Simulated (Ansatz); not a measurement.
The molecule TiCl, multiplicity 4 (the spin of the measured ground state). No spin–orbit coupling. Ti is treated without relativity.

Constants: fifth-degree fit in 1/R to seven points, most abundant isotopes. Runs in def2 and cc sets follow the lowest solution found near the PBE0 minimum.

Codes used: Ansatz (a program for electronic structure). Each number belongs to the level named beside it.

Energies at CAM-B3LYP/def2-TZVPP:

```tsv
R (Å)	E (hartree)
2.093239	-1309.70583675
2.149509	-1309.71070859
2.201278	-1309.71319210
2.259798	-1309.71414046
2.318319	-1309.71351466
2.385843	-1309.71127476
2.464621	-1309.70713064
```

Task: With a reduced mass of 20.2213 u, find the minimum, the force constant and the constants.

Result: A fifth-degree polynomial in 1/R puts the minimum at r_e = 2.2635 Å with force constant 197 N/m. Then ω_e = (1/2πc)√(k/μ) = 406 cm⁻¹ and B_e = h/(8π²cμr_e²) = 0.1627 cm⁻¹; the cubic and quartic terms give α_e = 0.00081 and ω_e x_e = 1.4 cm⁻¹.
